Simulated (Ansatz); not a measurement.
Computed with Ansatz on PBE0-D4/def2-TZVP structures; ΔE is electronic, products minus reactants. CBS: MP2 limit from def2 TZ/QZ plus the TZ coupled-cluster correction, frozen cores. This one scheme is used for every species. DFT in def2-TZVPP. B3LYP here is the variant with VWN-RPA as its local correlation; programs differ in this.

`FC1OCN1[SiH3]` → `FC1NCO1` + `[SiH2]`  (silylene loss)

`FC1OCN1[SiH3]`:

Cartesian coordinates in Å:
```
F 1.544 0.677 -1.361
C 0.309 0.071 -1.355
O 0.416 -1.314 -1.473
C -0.093 -1.450 -0.141
N -0.289 -0.011 -0.065
Si -0.296 1.107 1.253
H -0.255 0.553 -2.160
H -1.016 -2.036 -0.120
H 0.650 -1.873 0.547
H 0.995 1.179 1.990
H -0.617 2.437 0.683
H -1.347 0.660 2.201
```

`FC1NCO1`:

Z-matrix (Å, degrees):
```
C
N 1 1.434
F 1 1.358 2 113.8
O 1 1.399 2 93.1 3 -115.3
H 1 1.097 2 118.2 3 125.2
C 2 1.462 1 86.5 3 121.8
H 2 1.010 1 115.7 3 -120.2
H 6 1.096 2 115.4 1 108.3
H 6 1.094 2 114.9 1 -121.5
```

`[SiH2]`:

Cartesian coordinates in Å:
```
Si -0.319 -0.100 -0.628
H -0.801 0.306 0.761
H 1.120 -0.207 -0.132
```

| level | ΔE (kcal/mol) | difference from CCSD(T)/CBS |
| --- | --- | --- |
| r2SCAN-D4 | 72.3 | 4.3 |
| PBE0-D4 | 69.5 | 1.5 |
| ωB97X-V | 70.2 | 2.2 |
| ωB97M-V | 66.7 | -1.3 |
| B2PLYP | 67.1 | -0.9 |
| PBE | 64.9 | -3.1 |
| r2SCAN | 71.6 | 3.6 |
| PBE0 | 67.5 | -0.5 |
| B3LYP | 63.9 | -4.1 |
| HF/def2-TZVPP | 64.8 | -3.2 |
| MP2/def2-TZVPP | 71.9 | 3.9 |
| CCSD/def2-TZVPP | 65.4 | -2.6 |
| CCSD(T)/def2-TZVPP | 66.3 | -1.7 |
| MP2/def2-QZVPP | 72.9 | 4.9 |
| SCS-MP2/def2-QZVPP | 70.3 | 2.3 |
| CCSD/CBS(def2) | 67.1 | -0.9 |
| CCSD(T)/CBS | 68.0 | 0 |

Largest T1 diagnostic among the species: 0.014.

From PBE to PBE0 (25 % exact exchange), in def2-TZVPP and without D4, ΔE moves by +2.5 kcal/mol. In def2-TZVPP, CCSD(T) changes the Hartree–Fock value by +1.5 kcal/mol (the triples alone add +0.9 kcal/mol) and MP2 by +7.1 kcal/mol.
